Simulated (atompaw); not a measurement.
## Before and after: PAW (atompaw) potential for Eu

Eu, PAW, made with atompaw 4.2.0.5 (PBEsol, scalar-relativistic). Core [Kr] 4d10, reference 4f7 5s2 5p6 5d0 6s2 6p0. Waves: 5s (bound): rc 1.95 bohr; 6s (bound): rc 2.35 bohr; 5p (bound): rc 2.15 bohr; 6p (bound, empty): rc 2.55 bohr; 5d (bound, empty): rc 2.55 bohr; 5d channel at 3.25 Ry: rc 2.30 bohr; 4f (bound): rc 1.25 bohr; 4f channel at 4.15 Ry: rc 1.25 bohr. Local part: vpsmatchnc scheme with l = 4 at -0.5 Ry, radius 1.85 bohr. Core correction: smooth core density matched at 1.80 bohr. Augmentation charge: gaussian compensation charge, radius 2.50 bohr; PAW radius 2.55 bohr; waves and projectors: custom polynom vanderbiltortho.

Change: local potential vpsmatchnc scheme with l = 4 at -0.5 Ry, radius 2.28 bohr.

Cutoffs: the cutoffs (Ry, on a coarse ladder) from which the occupation-weighted sum of valence levels, in a spherical-Bessel basis at the reference potential, stays within 10 and 1 mRy of its value at 400 Ry; they do not see the model core or the augmentation charge, which bear on the density cutoff.

Task: What does the change do?

Result: The potential gets softer (140 Ry and 200 Ry → 120 Ry and 200 Ry); the bound ghost in s disappears; the range in which the s phases agree narrows (upper end at the end of the scan → 2.4); the range in which the d phases agree widens (upper end 0.2 → 2.4). A state that the projectors do not describe sees the local part alone, so a deeper or shallower local part can create or remove a ghost.

```tsv
quantity	base	changed
cutoff, loose	140 Ry	120 Ry
cutoff, tight	200 Ry	200 Ry
loose cutoff by channel (10 mRy a level)	s 10 Ry, p 12 Ry, f 90 Ry	s 10 Ry, p 12 Ry, f 80 Ry
bound ghosts	s	none
s: phases at 2.56 bohr within 0.05 rad from the reference energy up to (Ry; the scan ends near 5)	to the end of the scan	2.4
p: phases at 2.56 bohr within 0.05 rad from the reference energy up to (Ry; the scan ends near 5)	1.1	1.5
d: phases at 2.56 bohr within 0.05 rad from the reference energy up to (Ry; the scan ends near 5)	0.2	2.4
f: phases at 2.56 bohr within 0.05 rad from the reference energy up to (Ry; the scan ends near 5)	to the end of the scan	to the end of the scan
lowest overlap eigenvalue by channel	s 0.41, p 0.72, d 1.00, f 0.96	s 0.46, p 0.74, d 1.00, f 0.99
```

 A true bound ghost makes a file unfit for plane-wave use even where its test errors are small: the radial tests pick states by their node count and pass the ghost by. The cutoffs see the waves, projectors and local potential, not the compensation charge or the core.
